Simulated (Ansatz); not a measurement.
Stepwise reaction of `C[S][Sn]([Cl])([Cl])[S]C` with hydrogen, as a gas-phase model of exchange steps in deposition or etching. ΔE in kJ/mol.

Computed with Ansatz on PBE0-D4/def2-TZVP structures; ΔE is electronic, products minus reactants. CCSD(T)/CBS adds triple-zeta CCSD(T) − MP2 to the extrapolated MP2 energy (def2 sets, frozen cores). This one scheme is used for every species. Functionals use def2-TZVPP. B3LYP here is the variant with VWN-RPA as its local correlation; programs differ in this. def2 core potentials past Kr. For Sn outer-core shells are correlated without core-valence functions, which leaves a few kJ/mol of doubt a bond. One conformer a species, not always the lowest.

```csv
step,reaction,PBE-D4,B3LYP-D4,ωB97M-V,CCSD(T)/CBS
1,`C[S][Sn]([Cl])([Cl])[S]C` + H₂ → `C[S][SnH]([Cl])[Cl]` + CH₃SH,52.6,49.8,41.5,50.6
```

Task: Give the row of step 2, `C[S][SnH]([Cl])[Cl]` + H₂ → `[Cl][SnH2][Cl]` + CH₃SH. (Best estimate.)

Result: Ansatz gave: 
```tsv
step	reaction	PBE-D4	B3LYP-D4	ωB97M-V	CCSD(T)/CBS
2	`C[S][SnH]([Cl])[Cl]` + H₂ → `[Cl][SnH2][Cl]` + CH₃SH	54.5	50.8	44.7	53.9
```

Task: By hand: ΔE of the 2 steps together at CCSD(T)/CBS.

Result: (50.6) + (53.9) = 104.5 kJ/mol, or 52.2 kJ/mol a step.

In ΔE the steps differ by no more than 3.3 kJ/mol. All are uphill at CCSD(T)/CBS. PBE-D4 differs from CCSD(T)/CBS by 0.6 to 2.0 kJ/mol a step. Isolated molecules leave out the surface, adducts and barriers. Largest T1 diagnostic: 0.012.
